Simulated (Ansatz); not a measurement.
**Energy profile**

The step: CH₆GaN ([CH3][NH][GaH2]) + H₂ → CH₅N ([CH3][NH2]) + GaH₃ (still joined by a long Ga–N bond); bonds formed: Ga1–H7, N2–H6; bonds broken: H6–H7; bonds weakened to dative contacts: Ga1–N2 (atoms numbered as in the saddle structure below).

```
11
angstrom
Ga -0.7216 1.3178 -0.4195
N 0.5270 0.0300 0.3911
C 0.1372 -1.3469 0.6182
H -2.0682 0.6782 -0.8835
H -0.4241 2.8045 -0.0487
H 0.7998 0.4212 -0.9811
H 0.5303 0.8989 -1.7797
H 1.1387 0.3836 1.1140
H 1.0076 -1.9901 0.7824
H -0.5416 -1.4709 1.4719
H -0.3852 -1.7264 -0.2648
```

Electronic energies by CCSD(T) at an estimated basis limit (MP2 extrapolated from triple and quadruple zeta, plus CCSD(T) − MP2 in triple zeta), on PBE0-D4/def2-TZVP structures; CH$_{8}$GaN, singlet; no counterpoise correction. Ansatz 0.2.0; basis: def2-TZVPP and def2-QZVPP; cores frozen in the correlated methods. Filled d shells of the heavier atoms are correlated. The def2 sets are not built for correlating such inner shells, so the correlated values are less sure here. Extrapolation: Hartree–Fock as exp(−7.88 √X), correlation as X^−2.97.

Problem. Give the profile in eV, counted from the separated reactants. (An estimate is asked for; the value comes from the calculation.)

Solution. The calculation gives:
```tsv
point	eV
separated: CH$_{6}$GaN (linked as [CH3][NH][GaH2]; Ga1, N2, C3, H4, H5, H8, H9, H10, H11; singlet) + H$_{2}$ (H6, H7; singlet)	0.000
start structure	-0.030
saddle	1.026
end structure	-0.736
separated: GaH$_{3}$ (Ga1, H4, H5, H7; singlet) + CH$_{5}$N (linked as [CH3][NH2]; N2, C3, H6, H8, H9, H10, H11; singlet)	0.473
```

The T1 diagnostic stays at or below 0.015.

For scale, one of the runs: CCSD(T)/def2-TZVPP, 222 basis functions, launched by `ansatz run in.yaml --threads 4 --pin off --events-out ev --progress --plain --max-ram 9574MiB`. The run took 84 s on 4 CPU threads of an Arm Neoverse V1 (shared host), with 3.5 GiB of host memory at its peak.
